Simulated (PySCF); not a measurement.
Stepwise substitution at one centre (B OH-NH2). All species are isolated molecules in the gas phase. One relaxed conformer stands for each flexible species; it need not be the lowest. Strings in code marks are SMILES.

Method: CAM-B3LYP-D3(BJ)/def2-TZVP (PySCF). All candidates: neutral, multiplicity 1. Excitations are Tamm–Dancoff values on a coarser integration grid. The basis has no diffuse functions, so Rydberg states are missing or too high.

- HOMO–LUMO gap: 9.58 eV
- T1 excitation (TDA): 5.81 eV
- S1 excitation (TDA): 6.15 eV

Name which member has these values.
A. `NB(N)N`
B. `OB(O)O`
C. `NB(O)O` (O–B–O–H torsion 0°, O–B–O–H torsion 180°)

A, `NB(N)N`. The others give `NB(O)O` (O–B–O–H torsion 0°, O–B–O–H torsion 180°): 10.34 eV, 6.40 eV, 6.75 eV; `OB(O)O`: 11.55 eV, 7.56 eV, 7.91 eV
